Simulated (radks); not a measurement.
The numbers below are computed, except where a source is named.
N, 7 electrons, occupied as [He] 2p5 (not the ground configuration).

Code: a radial shooting solver on a logarithmic mesh with Libxc functionals. Model: scalar-relativistic Kohn-Sham, BLYP, spin-polarised, spherical densities, point nucleus; open shells are filled with parallel spins first.

Energy parts (eV):
| part | energy |
|---|---|
| total | -1461.045 |
| kinetic | 1458.539 |
| electron-nucleus | -3439.067 |
| Hartree | 697.400 |
| exchange-correlation | -177.917 |

Orbitals (lengths in bohr, moments of r in powers of bohr):
orbital  occ.  eigenvalue (eV)     <r>   <1/r>
1s up       1        -386.9891  0.2297   6.647
1s down     1        -386.4759  0.2293   6.653
2p up       3          -8.4841   1.429  0.9650
2p down     2          -7.0256   1.506  0.9302

The highest occupied level is 2p down at -7.026 eV. The density falls to 0.001 e/bohr^3 at r = 3.61 bohr. Spin moment in Bohr magnetons: 1. Summed over all electrons, <r^2> = 14.23 bohr^2, which gives a Langevin (diamagnetic) susceptibility term of -11.3 x 10^-6 cm^3/mol.
